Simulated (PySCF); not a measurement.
# V (vanadium, neutral) across methods

[Ar] 3d3 4s1 4p1, one real determinant (an excited configuration). All numbers are calculated (PySCF 2.14, the non-relativistic Hamiltonian (point nucleus), in dyall-av2z (16s12p7d2f, 101 functions)). The B2PLYP total includes its PT2 part (frozen core); its orbital energies are those of the SCF part.

```csv
method,E (hartree),mean ε 3d α (eV),mean ε 4s α (eV),mean ε 4p α (eV),Σ⟨r²⟩ (bohr²),⟨S²⟩
PBE0,-943.624,-8.976,-6.548,-2.998,51.21,8.750
LDA,-941.659,-7.691,-6.059,-2.498,51.38,8.750
B2PLYP,-943.566,-11.459,-7.316,-3.606,51.94,8.751
r2SCAN,-943.801,-7.253,-5.816,-2.400,50.80,8.751
UHF,-942.84391,-14.975,-8.714,-4.885,52.36,8.752
PBEsol,-942.575,-7.580,-5.910,-2.459,51.29,8.750
HSE06,-943.644,-8.756,-6.210,-2.672,51.37,8.750
LC-wPBE,-943.650,-11.330,-9.038,-4.901,49.89,8.750
PBE,-943.585,-7.633,-5.882,-2.488,51.60,8.750
```

⟨L²⟩ = 13.14 against 20 for a pure G term, so this real determinant mixes terms.
